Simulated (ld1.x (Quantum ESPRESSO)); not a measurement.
# An all-electron radial function and its pseudo partner (phosphorus (P))

Columns: radius, all-electron u(r) and pseudo u(r) of the 3s shell (level -23.21 eV) of phosphorus in the configuration [Ne] 3s2 3p2; PBE, non-relativistic, ultrasoft scheme, ld1.x (Quantum ESPRESSO) 7.5.

```json
{"r (bohr)": "0.085", "all-electron": "0.1643", "pseudo": "0.0253"}
{"r (bohr)": "0.170", "all-electron": "-0.1024", "pseudo": "0.0525"}
{"r (bohr)": "0.255", "all-electron": "-0.3133", "pseudo": "0.0837"}
{"r (bohr)": "0.340", "all-electron": "-0.3897", "pseudo": "0.1201"}
{"r (bohr)": "0.425", "all-electron": "-0.3553", "pseudo": "0.1629"}
{"r (bohr)": "0.510", "all-electron": "-0.2504", "pseudo": "0.2125"}
{"r (bohr)": "0.595", "all-electron": "-0.1091", "pseudo": "0.2686"}
{"r (bohr)": "0.680", "all-electron": "0.0446", "pseudo": "0.3304"}
{"r (bohr)": "0.765", "all-electron": "0.1951", "pseudo": "0.3964"}
{"r (bohr)": "0.850", "all-electron": "0.3332", "pseudo": "0.4647"}
{"r (bohr)": "0.935", "all-electron": "0.4543", "pseudo": "0.5328"}
{"r (bohr)": "1.020", "all-electron": "0.5563", "pseudo": "0.5984"}
{"r (bohr)": "1.105", "all-electron": "0.6395", "pseudo": "0.6588"}
{"r (bohr)": "1.190", "all-electron": "0.7047", "pseudo": "0.7117"}
{"r (bohr)": "1.275", "all-electron": "0.7534", "pseudo": "0.7549"}
{"r (bohr)": "1.360", "all-electron": "0.7867", "pseudo": "0.7868"}
{"r (bohr)": "1.445", "all-electron": "0.8065", "pseudo": "0.8065"}
{"r (bohr)": "1.530", "all-electron": "0.8145", "pseudo": "0.8145"}
{"r (bohr)": "1.615", "all-electron": "0.8125", "pseudo": "0.8125"}
{"r (bohr)": "1.700", "all-electron": "0.8021", "pseudo": "0.8021"}
{"r (bohr)": "1.785", "all-electron": "0.7849", "pseudo": "0.7849"}
{"r (bohr)": "1.870", "all-electron": "0.7622", "pseudo": "0.7622"}
{"r (bohr)": "1.955", "all-electron": "0.7355", "pseudo": "0.7355"}
{"r (bohr)": "2.040", "all-electron": "0.7056", "pseudo": "0.7056"}
{"r (bohr)": "2.125", "all-electron": "0.6735", "pseudo": "0.6735"}
{"r (bohr)": "2.210", "all-electron": "0.6401", "pseudo": "0.6401"}
```

How many radial nodes do the two functions have?

The all-electron 3s function has n − l − 1 = 2; the pseudo-wave has 0, since the states of the same l below it are removed with the core.

At about which radius was the pseudo-wave matched?

1.40 bohr, where the columns begin to agree (steps of 0.09 bohr).

Where does each function peak?

Outermost all-electron maximum near 1.53 bohr, pseudo maximum near 1.53 bohr (to the table’s step).

Is the pseudo-wave norm-conserving?

No, it belongs to an ultrasoft set: the norm inside the radius is not constrained, and the difference is carried by the augmentation charge.
